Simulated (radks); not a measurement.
Li2+, configuration 2p1 (not the ground configuration). Method: non-relativistic Kohn-Sham, LDA (Slater exchange, Perdew-Wang correlation), spin-polarised, spherical densities, point nucleus; open shells are filled with parallel spins first; computed with a radial shooting solver on a logarithmic mesh with Libxc functionals.

Normalised radial functions P(r) = r R(r), r in bohr:

```
   r/bohr * 2p up (the largest magnitude, 0.755, reaches the edge; | marks zero)
  0.01679 *
  0.02018 *
  0.02445 *
  0.02939 *
  0.03533 *
   0.0428 *
  0.05145 |*
  0.06185 |*
  0.07434 |*
  0.09007 | *
   0.1083 | *
   0.1301 |  *
   0.1577 |   *
   0.1895 |     *
   0.2278 |       *
   0.2761 |          *
   0.3318 |              *
   0.3989 |                   *
   0.4794 |                        *
   0.5809 |                               *
   0.6983 |                                      *
   0.8394 |                                             *
    1.017 |                                                  *
    1.222 |                                                      *
    1.469 |                                                      *
     1.78 |                                                  *
     2.14 |                                          *
    2.572 |                                *
    3.092 |                     *
    3.747 |           *
    4.504 |     *
    5.413 | *
```

2p up: eigenvalue -24.986 eV, 0 radial nodes, <r> = 1.69 bohr, 90 % of the charge inside 2.70 bohr.
